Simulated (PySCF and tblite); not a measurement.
Results of a calculation; reference values are marked as such.
3 diastereomers of C7H13Cl3, numbered alike:

```csv
isomer,SMILES,descriptors (one enantiomer),"sequence (m meso, r racemo)"
A,[CH3:1][C@@H:2]([Cl:3])[CH2:4][C@@H:5]([Cl:6])[CH2:7][C@H:8]([CH3:9])[Cl:10],"2R, 5s, 8S",mm
B,[CH3:1][C@@H:2]([Cl:3])[CH2:4][C@H:5]([Cl:6])[CH2:7][C@H:8]([CH3:9])[Cl:10],"2R, 5r, 8S",rr
C,[CH3:1][C@H:2]([Cl:3])[CH2:4][CH:5]([Cl:6])[CH2:7][C@H:8]([CH3:9])[Cl:10],"2S, 8S",mr
```

Each isomer is a Boltzmann average at 298.15 K over at most 7 conformers: GFN2-xTB geometries, energies PBE0/pcSseg-1 (D3(BJ) added where defined), GFN2-xTB thermal terms. Programs: PySCF with density fitting and tblite.

(1) Rank the isomers by free energy at 298.15 K.

(2) If they could interconvert freely, what would the mixture hold (chiral isomers as racemates)?

The conformer set may be incomplete (the search or the number kept was capped). The cap on conformers cut off some of the population, so the set may be incomplete.

## Answers

(1) 
```json
{"isomer": "B", "ΔG (kcal/mol)": "0.0", "ΔE, lowest conformer": "0.0", "conformers": "6", "largest weight %": "88", "rms dipole (D)": "3.66"}
{"isomer": "C", "ΔG (kcal/mol)": "0.4", "ΔE, lowest conformer": "0.7", "conformers": "7", "largest weight %": "64", "rms dipole (D)": "2.45"}
{"isomer": "A", "ΔG (kcal/mol)": "0.8", "ΔE, lowest conformer": "1.3", "conformers": "7", "largest weight %": "49", "rms dipole (D)": "2.09"}
```

ΔG is for one enantiomer.

(2) B 44 %, C 43 %, A 12 %. A racemate gains RT ln 2.
